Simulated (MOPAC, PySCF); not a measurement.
C5H10, SMILES `C=CC(C)C` (C–C–C–C torsion 118°), neutral singlet in the gas phase. 

Cartesian coordinates (Å):
SMILES: C(C)(C=C)C
```xyz
15

C      1.6206     1.3331    -0.9970
C      0.7974     0.8216    -0.0996
C     -0.1954    -0.2713    -0.3545
C     -1.6178     0.2240    -0.1017
C      0.1146    -1.4921     0.5092
H      2.3159     2.1237    -0.7476
H      1.6294     0.9774    -2.0211
H      0.8175     1.2045     0.9191
H     -0.1126    -0.5619    -1.4057
H     -2.3443    -0.5670    -0.2943
H     -1.8596     1.0740    -0.7399
H     -1.7379     0.5400     0.9372
H      1.1159    -1.8737     0.3093
H     -0.6016    -2.2934     0.3202
H      0.0579    -1.2390     1.5705
```
Charge 0, spin multiplicity 1.

All levels are single points at this geometry (CAM-B3LYP-D3(BJ)/def2-TZVP); Pople sets use spherical d functions. Orbital energies aren't observables, and empty levels follow the basis.

TPSSh-D3(BJ)/def2-TZVP in PySCF gives gap (eV) = 6.74.

Estimate the gap (eV) from each of these levels: CAM-B3LYP-D3(BJ)/def2-TZVP in PySCF; B3LYP/6-311+G** in PySCF; B3LYP/6-31G* in PySCF; BP86/6-31G* in PySCF; HF/STO-3G in PySCF; AM1 in MOPAC; PM3 in MOPAC; PM7 in MOPAC.


| level | gap (eV) |
|---|---|
| CAM-B3LYP-D3(BJ)/def2-TZVP in PySCF | 10.33 |
| B3LYP/6-311+G** in PySCF | 7.24 |
| B3LYP/6-31G* in PySCF | 7.64 |
| BP86/6-31G* in PySCF | 5.84 |
| HF/STO-3G in PySCF | 17.27 |
| AM1 in MOPAC | 11.58 |
| PM3 in MOPAC | 11.51 |
| PM7 in MOPAC | 11.41 |
